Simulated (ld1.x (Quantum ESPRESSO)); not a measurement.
**Logarithmic derivatives: selenium (Se), TM semilocal**

- Element: selenium (Se)
- Generator: ld1.x (Quantum ESPRESSO) 7.5
- Type: norm-conserving Troullier–Martins (semilocal form)
- Functional: PBEsol
- Relativity: scalar-relativistic
- Frozen core: [Ar] 3d10
- Valence charge: 6
- Reference configuration: 4s2 4p4
- Partial waves: 4s (bound): rc 1.35 bohr; 4d channel at 0.25 Ry: rc 1.40 bohr; 4p (bound): rc 1.90 bohr
- Local potential: the p channel
- Core correction: a·sin(br)/r model core, default radius (core density twice the valence density)

The phase is arctan(r·u′/u) with u = r·R(r), unwrapped; energies in Ry, scanned from -3 to 5 Ry. A pole is an energy at which the radial function vanishes at the test radius. The pseudo phase is shifted by a multiple of π to meet the all-electron one at the reference energy, and phase errors are pseudo minus all-electron; the curves can meet again beyond the range given. Levels narrower than the energy grid can be missing from the lists of poles.

Problem. For each channel, where are the poles, and over which energies does the pseudopotential scatter like the atom?

Solution.

```
channel  radius (bohr)  reference energy (Ry)  poles, all-electron  poles, pseudo  unbroken range about the reference energy with phases within 0.05 rad  phase error 1 Ry above the reference energy (rad)
      s           2.05                  -1.27                 0.66           0.63                                                              below 3.7                                             -0.002
      p           2.05                  -0.48                 2.24           2.15                                                              below 4.8                                             -0.003
      d           2.05                   0.25                 4.93           2.11                                                              below 0.9                                             -0.214
```

Phases in the d channel:

```tsv
E (Ry)	all-electron	pseudo
-3.00	1.320	1.298
-2.76	1.306	1.288
-2.52	1.293	1.278
-2.28	1.280	1.265
-2.04	1.265	1.252
-1.80	1.248	1.236
-1.56	1.230	1.219
-1.32	1.208	1.199
-1.08	1.184	1.175
-0.84	1.155	1.147
-0.60	1.119	1.114
-0.36	1.076	1.072
-0.12	1.022	1.020
0.12	0.951	0.951
0.36	0.858	0.857
0.60	0.728	0.722
0.84	0.546	0.513
1.08	0.291	0.182
1.32	-0.037	-0.303
1.56	-0.388	-0.817
1.80	-0.687	-1.209
2.04	-0.910	-1.496
2.28	-1.068	-1.748
2.52	-1.181	-2.038
2.76	-1.265	-2.456
3.00	-1.329	-3.043
3.24	-1.379	-3.585
3.48	-1.420	-3.925
3.72	-1.454	-4.125
3.96	-1.483	-4.253
4.20	-1.509	-4.340
4.44	-1.531	-4.405
4.68	-1.551	-4.454
4.92	-1.570	-4.493
```
